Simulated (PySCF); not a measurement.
A structure optimised at PBE-D3(BJ)/def2-SVP, used in a PySCF frequency run:

```
Si
O 1 1.6761
H 2 0.9729 1 112.83
N 1 1.7119 2 103.80 3 149.70
H 4 1.0208 1 119.67 2 174.93
H 4 1.0212 5 112.45 1 -148.89
N 1 1.7218 2 120.37 3 -90.38
H 7 1.0212 1 119.61 2 86.16
H 7 1.0225 8 111.98 1 146.40
Cl 1 2.1110 2 105.20 3 24.90
```
Charge 0, spin multiplicity 1.

Write its SMILES and formula.

N[Si](N)(O)Cl, ClH₅N₂OSi

What are its rotational constants (standard atomic weights)?

3.6950, 2.3385, 2.1742 GHz
